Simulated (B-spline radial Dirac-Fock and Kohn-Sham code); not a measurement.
Dipole and non-dipole photoemission parameters of Zn 4s

System: the free zinc atom in the configuration 1s2 2s2 2p6 3s2 3p6 3d10 4s2; threshold 8.27 eV (orbital energy of the model). Method: Dirac-Hartree-Slater photoionisation with a Latter tail; cross sections with all multipoles, angular parameters from the dipole term and its interference with E2. Computed with an atomic code on a B-spline grid.

For linearly polarised light dσ/dΩ = σ/(4π) [1 + β P₂(cos θ) + (δ + γ cos²θ) sin θ cos φ], with θ from the polarisation vector and φ the angle between the beam and the projection of the electron momentum on the plane normal to the polarisation.

```tsv
hν (eV)	σ (kb)	β	γ
59.8	79.1	1.995	0.071
67.7	73.9	1.996	0.098
76.4	67.7	1.996	0.124
80	65.1	1.996	0.134
100	51.8	1.997	0.173
101	?	?	?
111	45.8	1.997	0.187
124	39.9	1.997	0.199
134	36.0	1.998	0.204
192	22.1	1.998	0.206
200	20.9	1.998	0.204
206	20.0	1.998	0.202
303	11.5	1.998	0.160
350	9.24	1.999	0.136
400	7.54	1.999	0.110
800	2.44	1.999	-0.031
1486.9	0.795	1.999	-0.050
1660	0.644	1.999	-0.031
2120	0.399	1.999	0.037
4000	0.107	1.999	0.406
5180	0.0606	1.999	0.635
6380	0.0378	1.999	0.853
6520	0.0360	1.999	0.877
8360	0.0201	1.999	1.180
9220	0.0159	1.999	1.310
9251.7	0.0157	1.999	1.315
10000	0.0130	1.999	1.423
12200	0.00799	1.998	1.717
15000	0.00474	1.998	2.053
```

**Question.** Give the values at 101 eV.

**Answer.** σ = 51.2 kb, β = 1.997, γ = 0.175. For an s subshell δ is negligible.
